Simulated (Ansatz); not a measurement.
`F[SiH]([SiH3])[GeH3]` + H₂ → `F[SiH2][GeH3]` + SiH₄ at 700 K and 1 bar (hydrogenolysis of the Si–Si bond).

Calculated with Ansatz (gas phase, PBE0-D4/def2-TZVP geometries, no zero-point term in ΔE). CCSD(T)/CBS adds triple-zeta CCSD(T) − MP2 to the extrapolated MP2 energy (def2 sets, frozen cores). This one scheme is used for every species. For Ge outer-core shells are correlated without core-valence functions, which leaves a few kJ/mol of doubt a bond. Scalar relativity is left out up to krypton.

```
               species  CCSD(T)/CBS energy (Eh)  H − E (kJ/mol)  S (J/(mol·K))
`F[SiH]([SiH3])[GeH3]`              -2758.31869           248.9          527.0
                    H₂                 -1.17544            46.8          155.3
       `F[SiH2][GeH3]`              -2468.03899           177.4          421.0
                  SiH₄               -291.46306           115.5          252.9
```

H − E and S are ideal-gas, rigid-rotor, harmonic terms from PBE0-D4/def2-TZVP, for one conformer and one mirror image of each species. For small species the MP2-based limit differs from directly extrapolated CCSD(T) by up to some mEh (0.8 for H₂); such offsets cancel only in part. 1 Eh = 2625.50 kJ/mol, R = 8.31446 J/(mol·K).

Question: By hand: ΔE, ΔH, ΔS and ΔG.

Answer: ΔE = (-2468.03899) + (-291.46306) − (-2758.31869) − (-1.17544) = -0.00792 Eh = -20.8 kJ/mol. Δ(H − E) = 177.4 + 115.5 − 248.9 − 46.8 = -2.8, so ΔH = -23.6 kJ/mol. ΔS = 421.0 + 252.9 − 527.0 − 155.3 = -8.4 J/(mol·K). ΔG = -23.6 − 700 × (-8.4)/1000 = -17.7 kJ/mol.

Question: By hand: the equilibrium constant, and the temperature at which ΔG would vanish if ΔH and ΔS stayed fixed.

Answer: log₁₀ K = −ΔG/(RT ln 10) = 1.3. ΔG = 0 at ΔH/ΔS = 2810 K, far beyond where these terms or the molecules hold.

The number of gas molecules stays the same, so ΔS is small and ΔH decides. A doubt of 5 kJ/mol in ΔE shifts log₁₀ K by 0.4 here. Other conformers and mirror images would add mixing entropy, several J/(mol·K) or more a flexible species. These are equilibria of isolated gas molecules and say nothing of rates. Largest T1 diagnostic: 0.013 (customary marks: 0.02 for closed shells, 0.045 for open ones).
